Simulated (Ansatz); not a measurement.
Total energies of the cluster WS₂⁺ from Ansatz at PBE-D4/def2-TZVP, gas phase (1 Eh = 27.2114 eV = 2625.5 kJ/mol). The reference geometry is relaxed at PBE-D4/def2-TZVP.

```xyz
3

W    -0.335    0.713    0.330
S     0.024   -1.105    1.306
S     0.310    0.392   -1.636
```

```csv
state,geometry,energy (Eh)
charge 1 doublet,reference,-862.95579
charge 0 triplet,reference,-863.23827
charge 1 quartet,relaxed at PBE-D4/def2-TZVP,-862.90432
```

In the def2 sets W takes a core potential; there is no spin–orbit coupling.

Task: Work out the vertical electron affinity, to the triplet.

Result: E(charge 1 doublet) − E(charge 0 triplet) = -862.95579 − (-863.23827) = 0.28248 Eh = 7.69 eV.

Task: Which of the charge 1 states is lowest, and how far above it are the others?

Result: The doublet. quartet: -862.90432 − (-862.95579) = 0.05147 Eh = 135.1 kJ/mol.

The structure comes from a short search, and lower isomers may exist.
